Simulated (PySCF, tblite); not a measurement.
A set of runs on `[O]c1ccc(CO)cc1` [radical]; the geometry of each is named by its level. Settings lines and outputs come from a driver script.

Compound: C7H7O2 (doublet state).
Numbering: `[O:1][c:2]1[cH:3][cH:4][c:5]([CH2:6][OH:7])[cH:8][cH:9]1` (hydrogens: H10 on C3; H11 on C4; H12, H13 on C6; H14 on O7; H15 on C8; H16 on C9)

Step 1: GFN2-xTB geometry optimisation, gas phase (tblite 0.8.0) (from a force-field or distance-geometry start)
```json
{"job": {"kind": "relax", "xc": "GFN2-xTB", "basis": "xTB"}, "charge": 0, "multiplicity": 2}
```
```
step      E/eV     max force
  0    -723.30619    5.571
  1    -723.83703    1.100
  2    -723.87294    0.526
...
 79    -724.05876    0.015
 80    -724.05880    0.018
 81    -724.05883    0.017
 82    -724.05885    0.010
 83    -724.05886    0.008
```

Energy lowered by 17.4 kcal/mol over 83 steps; largest atomic force 0.008 eV/Å at the end. «max force» is the largest atomic force in eV/Å.

Step 2: GFN2-xTB harmonic vibrations, gas phase (tblite 0.8.0) (on the GFN2-xTB geometry)
```json
{"job": {"kind": "ir", "xc": "GFN2-xTB", "basis": "xTB"}, "charge": 0, "multiplicity": 2}
```
```
(table of modes left out)
```

42 modes from -32 to 3537 cm⁻¹ (unscaled, harmonic, a negative number standing for an imaginary wavenumber); zero-point energy 75.2 kcal/mol from the real modes; the lowest is imaginary at this level.

Step 3: UKS B3LYP, pcH-1 on C H O, non-relativistic, mean-field spin-orbit, GIAO (PySCF 2.14.0) (on the GFN2-xTB geometry)
```json
{"job": {"kind": "epr", "basis": "pcH-1"}, "charge": 0, "multiplicity": 2}
```
```
...
E = -421.38261676 Eh   <S^2> = 0.7843 (exact 0.7500)
g shifts (ppm)      1          2          3
  rmc          -215       -215       -215
  gc            -10         49         46
  oz_so         -80       2261       8447
  total        -305       2095       8279
hyperfine (MHz)  atom isotope    a_iso     a_fc   dipolar eigenvalues
    0   17O     -26.51     -26.51   -123.68     61.77     61.92
    1   13C     -35.49     -35.49    -12.14      2.74      9.40
    2   13C      22.96      22.96    -23.58    -22.51     46.09
    3   13C     -26.44     -26.44    -18.37      8.17     10.21
    4   13C      36.97      36.97    -32.50    -30.74     63.24
    5   13C     -11.07     -11.07     -0.50     -0.32      0.82
    6   17O      -8.56      -8.56    -11.59      5.57      6.02
    7   13C     -26.51     -26.51    -18.70      8.35     10.35
    8   13C      23.02      23.02    -23.63    -22.53     46.15
    9    1H     -19.83     -19.83     -9.72     -2.10     11.82
   10    1H       7.40       7.40     -3.07     -0.81      3.88
   11    1H       3.46       3.46     -2.34     -1.44      3.78
   12    1H       9.19       9.19     -2.52     -1.35      3.87
   13    1H      -2.89      -2.89     -3.97     -0.39      4.37
   14    1H       7.56       7.56     -3.03     -0.90      3.93
...
```

⟨S²⟩ 0.784; g_iso 2.0057. rmc, gc and oz_so are the mass-correction, gauge-correction and orbital-Zeeman/spin–orbit parts of the g shift along its three principal axes; a_iso is the isotropic hyperfine coupling and a_fc its Fermi-contact part. The log counts atoms from 0, this text from 1.

Q: Which step took the most CPU time, and about what did each take on one thread, Arm Neoverse V1 (aarch64), on a shared host?

A: Step 3, about 99 % of the total. CPU time by step: 1: 0.5 s, 2: 0.49 s, 3: 86 s.

Geometry of the electronic-property runs (GFN2-xTB):
```
atom  x, y, z in Å
O1    -3.468    0.567   -0.053
C2    -2.257    0.326   -0.002
C3    -1.310    1.253    0.595
C4     0.023    0.968    0.648
C5     0.532   -0.235    0.131
C6     2.015   -0.490    0.152
O7     2.657    0.116   -0.952
C8    -0.348   -1.152   -0.462
C9    -1.687   -0.900   -0.532
H10   -1.709    2.171    0.998
H11    0.707    1.672    1.105
H12    2.226   -1.557    0.058
H13    2.447   -0.121    1.095
H14    2.480    1.064   -0.941
H15    0.056   -2.070   -0.866
H16   -2.370   -1.603   -0.985
```

 GFN2-xTB frequencies show an imaginary mode (32i cm⁻¹), so this geometry is no minimum at that level. (This holds for the electronic-property runs.)

One conformer stands for the species.
